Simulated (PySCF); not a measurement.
Orbital picture of HgC

PBE0 at R = 2.160 Å; Hg cc-pVDZ-PP with ECP60, C cc-pVDZ; scalar-relativistic core potentials (PySCF 2.14). State: ³Σ⁻ (triplet), unpaired electrons π ↑↑. Only the outer orbitals are listed, counted within each symmetry, core potentials removing the inner ones.

```tsv
spin	orbital	occ.	ε (eV)	on Hg (%)	main shells (%)
α	2π	1	-13.33	98	98 Hg d
α	2π	1	-13.33	98	98 Hg d
α	1δ	1	-12.99	100	100 Hg d
α	1δ	1	-12.99	100	100 Hg d
α	5σ	1	-12.76	81	78 Hg d, 16 C s
α	6σ	1	-8.47	68	67 Hg s, 25 C p
α	3π	1	-6.68	9	91 C p
α	3π	1	-6.68	9	91 C p
α	7σ	0	-3.24	48	53 C p, 23 Hg p, 22 Hg s
α	4π	0	-0.44	95	95 Hg p
α	4π	0	-0.44	95	95 Hg p
β	4σ	1	-15.14	57	50 Hg d, 39 C s
β	2π	1	-13.22	99	99 Hg d
β	2π	1	-13.22	99	99 Hg d
β	1δ	1	-12.98	100	100 Hg d
β	1δ	1	-12.98	100	100 Hg d
β	5σ	1	-11.81	61	46 Hg d, 39 C s, 13 Hg s
β	6σ	1	-7.85	71	66 Hg s, 16 C s, 14 C p
β	7σ	0	-2.54	38	61 C p, 26 Hg p, 11 Hg s
β	3π	0	-1.84	56	56 Hg p, 44 C p
β	3π	0	-1.84	56	56 Hg p, 44 C p
```

**Question.** Which are the highest filled and the lowest empty level, where do they sit, and how wide is the gap?

**Answer.** Highest filled α 3π at -6.68 eV (in %: 91 C p); lowest empty α 7σ at -3.24 eV (in %: 53 C p, 23 Hg p, 22 Hg s); the gap at PBE0 is 3.44 eV.

```
bond order (Mayer)                              : 1.14
⟨S²⟩                                            : 2.034
charge on Hg (Mulliken, basis-dependent)        : 0.28
charge on Hg (Löwdin, basis-dependent)          : 0.15
dipole moment (positive dipole means Hg(−)C(+)) : -2.38 D
polarisability along the bond                   : 71.8 bohr³
polarisability across the bond                  : 37.1 bohr³
```

Spin–orbit coupling is left out. The state is the lowest determinant that a PBE0 search found; another state may lie lower at other levels.
